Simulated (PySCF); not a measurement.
C4H5BO2, SMILES C=C1C=COB1O.

Geometry optimised at B3LYP-D3(BJ)/def2-SVP. The structure was generated by enumeration, and PubChem lists no compound with its InChIKey, so it may never have been made. Other conformers were not sampled.

The numbers are results of M06-2X/def2-TZVP (PySCF), not measurements.

Gas-phase values at a fixed geometry.

Estimate the frontier levels, gap, dipole moment and polarisability. (An estimate is asked for; the answer gives what the named calculation found.)


```
Item                                                                                                            Value
---------------------------------------------------------------------------------------------  ----------------------
highest occupied level                                                                                       -7.57 eV
lowest empty level                                                                                           -0.54 eV
orbital gap                                                                                                   7.03 eV
dipole moment                                                                                                  0.70 D
quadrupole, principal values (traceless, Buckingham form, about the centre of nuclear charge)  -6.69, -0.55, 7.24 D·Å
mean static polarisability                                                                       65.8 bohr³ (9.76 Å³)
polarisability, principal values                                                               39.6, 65.5, 92.4 bohr³
```
